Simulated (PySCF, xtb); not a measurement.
Relative energy of two isomers of GeH6OP+

Structure I is `[OH][GeH2][PH3+]`, a singlet and structure II is `[OH2+][GeH2][PH2]`, a singlet. Both are isolated ions in the gas phase, relaxed with PBE0-D4/def2-SVP; the shapes shown needn't be the lowest conformers.

I (Å):

```xyz
9

Ge    0.1465   -0.5788   -0.5765
O     1.1568   -1.6614   -1.5173
P    -1.5045   -2.2836   -0.2990
H     1.9982   -1.3234   -1.8529
H    -0.5549    0.5271   -1.3649
H     0.6392   -0.2725    0.8377
H    -1.9813   -2.7520   -1.5428
H    -2.6582   -1.9405    0.4397
H    -0.9732   -3.4229    0.3440
```

II (Å):

```xyz
9

Ge   -0.0089   -1.5457   -0.0252
O    -1.7572   -0.5904   -0.3463
P     0.1720   -2.4836   -2.1050
H    -2.0790   -0.4213   -1.2473
H    -2.1777    0.0244    0.2767
H    -0.4899   -2.3654    1.1702
H     0.8555   -0.3282    0.3036
H     0.2883   -3.8086   -1.5935
H     1.5711   -2.2196   -2.1756
```

Q: Estimate E(II) − E(I) at the level CCSD(T)/def2-SVP + ΔMP2/def2-TZVPP.

A: CCSD(T)/def2-SVP + ΔMP2/def2-TZVPP gives E(II) − E(I) = +0.063 eV, favouring structure I, but this leans on the basis-set step: CCSD(T) alone gives −0.043 eV.

Level by level:

```
                             level          geometry  E(II) − E(I) (eV)  departure from the last row (eV)  job, with rough time for the two
                          GFN2-xTB          GFN2-xTB              +0.128                            +0.064              optimisation, 0.22 s
                         HF/STO-3G          GFN2-xTB              +0.396                            +0.333               single point, 1.3 s
                r2SCAN-D4/def2-SVP          GFN2-xTB              +0.056                            −0.007                single point, 20 s
                  PBE0-D4/def2-SVP  PBE0-D4/def2-SVP              −0.063                            −0.127             optimisation, 2.2 min
                       HF/def2-SVP  PBE0-D4/def2-SVP              +0.045                            −0.018           part of the CCSD(T) run
                      MP2/def2-SVP  PBE0-D4/def2-SVP              +0.003                            −0.060           part of the CCSD(T) run
                  CCSD(T)/def2-SVP  PBE0-D4/def2-SVP              −0.043                            −0.106                      single point
CCSD(T)/def2-SVP + ΔMP2/def2-TZVPP  PBE0-D4/def2-SVP              +0.063                                                  single point, 70 s
```

As drawn, II has 1 O–H in place of 1 P–H.

PBE0-D4/def2-SVP, CCSD(T)/def2-SVP put the two in the other order. MP2/def2-SVP finds them nearly level. The largest departure from CCSD(T)/def2-SVP + ΔMP2/def2-TZVPP is that of HF/STO-3G, 0.333 eV. The last row adds to CCSD(T) the change of the MP2 difference between the two basis sets, here +0.106 eV.

With thermal terms from frequencies at re-optimised GFN2-xTB minima (ideal gas, soft modes damped towards free rotors, one conformer each, 1000 K, 1 atm): on the last row, ΔE + ΔZPE = +0.070, ΔH = +0.086, ΔG = +0.044 eV.

The correlated steps freeze 15 core orbitals; the filled d shell of Ge is correlated, in a basis made for valence electrons. Programs: PySCF 2.14.0, xtb 6.7.1; the last row on 2 threads of Arm Neoverse V2 on a shared host.
